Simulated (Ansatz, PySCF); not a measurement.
Molecule: sum formula HSiOF2 (charge 0, doublet). It need not be the lowest isomer of its formula. 
Geometry from a B3LYP-D3(BJ)/def2-TZVP (Ansatz, a quantum-chemistry and plane-wave program) optimisation:
SMILES: F[Si](O)F
```xyz
5

Si    -0.0649    -0.2381     0.2811
F     -0.6680     1.1889     0.6441
F     -0.8130    -0.7534    -1.0355
O      1.5216     0.0165    -0.0125
H      2.0649    -0.7184    -0.3126
```
Charge 0, spin multiplicity 2.

Dipole moments at this geometry, in debye (magnitudes).

```
level                    program  dipole (D)
-----------------------  -------  ----------
BLYP/def2-TZVPD           Ansatz        2.28
B97M-V/def2-TZVPD         Ansatz        2.32
PBE0/def2-TZVPD           Ansatz        2.37
r2SCANh/def2-TZVPD        Ansatz        2.35
M06-2X/def2-TZVPD          PySCF        2.48
CCSD(T)/aug-cc-pV(D+d)Z   Ansatz        2.40
```
